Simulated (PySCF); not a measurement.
Point-charge models of `C=CC[C@@H](F)C(=O)NC` against its computed dipole.

Coordinates (PBE0-D3(BJ)/def2-SVP, Å) and charges (e) from the PBE0/pcSseg-1 density (PySCF):

| atom | x | y | z | Mulliken | IAO | Hirshfeld | ESP-fitted |
| --- | --- | --- | --- | --- | --- | --- | --- |
| C1 | 3.714 | 0.235 | -0.124 | -0.1601 | -0.3101 | -0.1007 | -0.5092 |
| C2 | 2.546 | 0.058 | -0.741 | -0.2306 | -0.1350 | -0.0404 | -0.1360 |
| C3 | 1.279 | -0.345 | -0.056 | -0.2014 | -0.2716 | -0.0769 | +0.0578 |
| C4 | 0.150 | 0.648 | -0.261 | +0.1792 | +0.1333 | +0.0603 | -0.0447 |
| F5 | -0.184 | 0.714 | -1.606 | -0.3441 | -0.3317 | -0.0983 | -0.2444 |
| C6 | -1.068 | 0.278 | 0.579 | +0.4087 | +0.4094 | +0.1618 | +0.4382 |
| O7 | -0.957 | 0.128 | 1.781 | -0.4438 | -0.5158 | -0.2877 | -0.5119 |
| N8 | -2.215 | 0.147 | -0.120 | -0.5135 | -0.3298 | -0.1038 | -0.3241 |
| C9 | -3.465 | -0.191 | 0.503 | -0.0960 | -0.3107 | -0.0592 | -0.1735 |
| H10 | 3.816 | 0.084 | 0.956 | +0.1190 | +0.1428 | +0.0462 | +0.2106 |
| H11 | 4.612 | 0.531 | -0.673 | +0.1240 | +0.1504 | +0.0477 | +0.2038 |
| H12 | 2.476 | 0.218 | -1.823 | +0.1192 | +0.1456 | +0.0416 | +0.1513 |
| H13 | 0.930 | -1.321 | -0.439 | +0.1409 | +0.1489 | +0.0435 | +0.0575 |
| H14 | 1.423 | -0.452 | 1.029 | +0.1568 | +0.1658 | +0.0501 | +0.0697 |
| H15 | 0.469 | 1.658 | 0.049 | +0.1441 | +0.1596 | +0.0498 | +0.1469 |
| H16 | -2.161 | 0.293 | -1.120 | +0.2088 | +0.2823 | +0.1206 | +0.2973 |
| H17 | -3.859 | -1.149 | 0.128 | +0.1228 | +0.1444 | +0.0475 | +0.0918 |
| H18 | -3.282 | -0.283 | 1.582 | +0.1437 | +0.1770 | +0.0501 | +0.1297 |
| H19 | -4.224 | 0.590 | 0.336 | +0.1224 | +0.1450 | +0.0480 | +0.0892 |

Form Σ q r in debye for every column and set it beside the full dipole.

The full density gives (-1.18, -0.06, -1.88) D, 2.22 D in size; dipole vectors point from the negative to the positive end.

| scheme | μx | μy | μz | size (D) | share of the full size (%) | angle to the full dipole (°) |
| --- | --- | --- | --- | --- | --- | --- |
| Mulliken | -0.30 | -0.37 | 0.66 | 0.81 | 37 | 119 |
| IAO | -1.01 | -0.05 | -1.12 | 1.51 | 68 | 10 |
| Hirshfeld | -0.90 | 0.04 | -1.49 | 1.74 | 78 | 3 |
| ESP-fitted | -1.17 | -0.08 | -1.85 | 2.19 | 99 | 1 |

Which set comes closest?

Length of the difference vector: ESP-fitted 0.04 D, Hirshfeld 0.49 D, IAO 0.78 D, Mulliken 2.71 D. Closest: ESP-fitted. 

What is left for the Hirshfeld atoms' own dipoles?

The Hirshfeld atoms' densities add up to the full density, so μ = Σ q r + Σ (atomic dipoles). The atomic dipoles sum to (-1.18, -0.06, -1.88) − (-0.90, 0.04, -1.49) = (-0.28, -0.10, -0.39) D, 0.49 D in size.

With the origin at the mean of the coordinates, (0.000, 0.097, -0.001) Å, which are the largest single terms, by size, of the Mulliken dipole along the direction of the full one?

N8 -3.14, F5 -2.38, O7 +2.14, H16 +2.09, H10 -1.62 D; all 19 atoms together -0.39 D. The single terms depend on the origin, their sum doesn't.

Give the size of the full dipole in other units.

2.22 D = 0.874 au = 0.463 e·Å = 7.41 × 10⁻³⁰ C·m.

The structure is a single PBE0-D3(BJ)/def2-SVP conformer in the gas phase; no vibrational or solvent corrections.

These values come from a run that also computed NMR shieldings. On an Arm Neoverse V1 with one thread, no GPU (shared host), this took 36 s wall.

The values belong to the conformer `[CH2:1]=[CH:2][CH2:3][C@@H:4]([F:5])[C:6](=[O:7])[NH:8][CH3:9]`: C1–C2–C3–C4 122°, C2–C3–C4–F5 63°, C3–C4–C6–O7 55°, C4–C6–N8–C9 180°.
